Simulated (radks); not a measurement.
Values are calculated unless marked as measured or tabulated.
The bismuth anion Bi3-, [Rn], held by a Watson sphere: a shell of charge +3 at radius R that stands for the Madelung well of a crystal (potential energy -3/R inside, -3/r outside, in hartree with lengths in bohr). Level of theory: scalar-relativistic Kohn-Sham, r2SCAN, spin-polarised, spherical densities, finite nucleus; meta-GGA in the generalised Kohn-Sham scheme; Fermi nuclear charge, rms radius of each element as measured or else 0.836 A^(1/3) + 0.57 fm (a radial shooting solver on a logarithmic mesh with Libxc functionals).

R (bohr)  e(5d) (eV)  e(6s) (eV)  e(6p) (eV)  <r> 6p (bohr)  sum of <r^2> (bohr^2)  X-ray form factor at sin(theta)/lambda = 0.1 1/angstrom
4.34         -25.220     -13.142      -4.579          3.544                  132.7                                                   78.970
4.51         -25.098     -12.929      -4.378          3.609                  136.2                                                   78.900
4.81         -24.911     -12.603      -4.047          3.721                  142.5                                                   78.788
5.53         -24.571     -12.026      -3.378          3.979                  158.4                                                   78.577
6.36         -24.300     -11.598      -2.786          4.264                  178.2                                                   78.423
